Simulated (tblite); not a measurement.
C4H13B2NO.
SMILES with atom numbers: `[CH3:1][BH:2][N:3]([CH3:4])[BH:5][O:6][CH2:7][CH3:8]` (hydrogens: H9, H10, H11 on C1; H12 on B2; H13, H14, H15 on C4; H16 on B5; H17, H18 on C7; H19, H20, H21 on C8)

Computed with GFN2-xTB (tblite), gas phase: L-BFGS steps from a force-field or distance-geometry start until the largest atomic force falls under 0.01 eV/Å.

The end geometry, which sets the zero of energy:
```
atom  x, y, z in Å
C1     -3.4108   -0.9959    0.4128
B2     -1.8663   -1.1638    0.7207
N3     -0.9413   -0.1624    0.3677
C4     -1.4091    1.0476   -0.3017
B5      0.4604   -0.2796    0.6348
O6      1.2707    0.7328    0.2697
C7      2.6674    0.6947    0.4298
C8      3.3475    0.2128   -0.8479
H9     -3.9869   -1.8876    0.6437
H10    -3.8350   -0.1788    0.9966
H11    -3.5948   -0.7483   -0.6316
H12    -1.4537   -2.1209    1.2566
H13    -1.8602    0.7994   -1.2640
H14    -0.5712    1.7202   -0.4669
H15    -2.1589    1.5533    0.3080
H16     0.8736   -1.2415    1.1750
H17     2.9384    0.0363    1.2650
H18     2.9905    1.7157    0.6651
H19     3.0796    0.8593   -1.6798
H20     3.0243   -0.8001   -1.0767
H21     4.4269    0.2237   -0.7228
```

Question: These geometries come from the run, each turned onto the end geometry. Order them by energy, lowest first.
A.
```
atom  x, y, z in Å
C1     -3.3711   -1.1299    0.1009
B2     -1.8113   -1.1909    0.3804
N3     -0.9500   -0.0816    0.4288
C4     -1.4480    1.2854    0.3209
B5      0.4810   -0.2262    0.4705
O6      1.1957    0.8562    0.1081
C7      2.5997    0.9682    0.1417
C8      3.3487   -0.1355   -0.5985
H9     -3.9202   -1.7343    0.8210
H10    -3.8242   -0.1422    0.1047
H11    -3.5611   -1.5792   -0.8765
H12    -1.3241   -2.2469    0.5109
H13    -2.4742    1.2887   -0.0282
H14    -0.8328    1.8637   -0.3693
H15    -1.4183    1.7695    1.3000
H16     0.9465   -1.2581    0.8032
H17     2.9280    0.9897    1.1883
H18     2.8285    1.9387   -0.3141
H19     3.1858   -0.0457   -1.6684
H20     3.0002   -1.1143   -0.2816
H21     4.4121   -0.0583   -0.3887
```
B.
```
atom  x, y, z in Å
C1     -3.3731   -1.0582    0.3748
B2     -1.8079   -1.2059    0.5625
N3     -0.9305   -0.1384    0.2847
C4     -1.4458    1.1343   -0.2116
B5      0.4739   -0.2245    0.5408
O6      1.2486    0.8483    0.2716
C7      2.6474    0.7896    0.4294
C8      3.3114    0.0891   -0.7536
H9     -3.9287   -1.9042    0.7701
H10    -3.7422   -0.1568    0.8636
H11    -3.6445   -0.9700   -0.6758
H12    -1.3348   -2.1990    0.9654
H13    -2.1892    0.9771   -0.9920
H14    -0.6261    1.7283   -0.6099
H15    -1.9109    1.6918    0.6053
H16     0.9170   -1.2182    0.9919
H17     2.8966    0.2594    1.3596
H18     3.0129    1.8210    0.5018
H19     3.0941    0.6235   -1.6765
H20     2.9345   -0.9278   -0.8432
H21     4.3883    0.0573   -0.6050
```
C.
```
atom  x, y, z in Å
C1     -3.2012   -1.1741    0.4808
B2     -1.8808   -1.0726   -0.3879
N3     -1.0318    0.0364   -0.0833
C4     -1.3927    1.4315    0.1614
B5      0.1971   -0.3713    0.5666
O6      1.3287   -0.7324   -0.1413
C7      2.1962    0.3928   -0.0821
C8      3.6314    0.0331   -0.4491
H9     -2.8184   -1.5112    1.4447
H10    -3.5844   -0.1623    0.6040
H11    -3.9883   -1.8924    0.2739
H12    -1.4115   -1.8697   -1.1140
H13    -2.4721    1.5829    0.1124
H14    -0.9585    1.9957   -0.6781
H15    -0.9754    1.8135    1.1081
H16     0.2667   -0.3166    1.7495
H17     2.2132    0.8406    0.9254
H18     1.8347    1.1960   -0.7509
H19     3.8531    0.1794   -1.5002
H20     3.8374   -0.9992   -0.2066
H21     4.3475    0.6168    0.1208
```
D.
```
atom  x, y, z in Å
C1     -3.3992   -1.0269    0.4084
B2     -1.8475   -1.1600    0.6935
N3     -0.9456   -0.1346    0.3479
C4     -1.4396    1.0848   -0.2845
B5      0.4592   -0.2473    0.5976
O6      1.2715    0.7709    0.2505
C7      2.6670    0.7113    0.4268
C8      3.3587    0.1752   -0.8231
H9     -3.9479   -1.9319    0.6527
H10    -3.8334   -0.2185    0.9967
H11    -3.6079   -0.7887   -0.6331
H12    -1.4114   -2.1143    1.2128
H13    -1.9798    0.8431   -1.2005
H14    -0.6042    1.7367   -0.5270
H15    -2.1202    1.6125    0.3854
H16     0.8783   -1.2217    1.1105
H17     2.9135    0.0718    1.2832
H18     3.0039    1.7327    0.6384
H19     3.1534    0.8156   -1.6777
H20     2.9900   -0.8242   -1.0441
H21     4.4323    0.1306   -0.6603
```
E.
```
atom  x, y, z in Å
C1     -3.1695   -1.2274   -0.2175
B2     -1.6390   -1.0898    0.2114
N3     -1.0098    0.0872    0.5997
C4     -1.6233    1.4083    0.6355
B5      0.4398    0.1205    0.8334
O6      1.1876    0.7259   -0.0871
C7      2.5941    0.8051    0.0129
C8      3.2526   -0.3563   -0.7291
H9     -3.7129   -1.8662    0.4835
H10    -3.7330   -0.2977   -0.2942
H11    -3.2253   -1.7344   -1.1879
H12    -0.9425   -2.0417    0.1493
H13    -2.6612    1.3490    0.3206
H14    -1.0828    2.0943   -0.0264
H15    -1.5970    1.7906    1.6624
H16     0.9330   -0.3427    1.8130
H17     2.8718    0.7718    1.0757
H18     2.8761    1.7748   -0.4130
H19     2.8962   -0.4452   -1.7570
H20     3.0056   -1.2806   -0.2141
H21     4.3307   -0.2286   -0.7168
```

Answer: D (0.003 eV), B (0.016 eV), A (0.141 eV), E (0.408 eV), C (1.986 eV).

In the order of the answer:

| step | E above end (eV) | largest force (eV/Å) | rms force component (eV/Å) | rms distance from end (Å) | rms bond change (Å) | bond most changed (Å) |
| --- | --- | --- | --- | --- | --- | --- |
| 191 | 0.003 | 0.04 | 0.013 | 0.066 | 0.001 | O6–C7 +0.002 |
| 165 | 0.016 | 0.09 | 0.029 | 0.223 | 0.001 | B5–O6 +0.003 |
| 99 | 0.141 | 0.13 | 0.040 | 0.723 | 0.003 | C4–H13 -0.007 |
| 65 | 0.408 | 0.27 | 0.084 | 0.970 | 0.011 | N3–B5 +0.037 |
| 16 | 1.986 | 0.59 | 0.219 | 1.208 | 0.012 | B5–O6 +0.036 |

What follows is the cost of the whole relaxation. Time: 1.5 s. Hardware: an Arm Neoverse V1 with one thread, on a shared host.
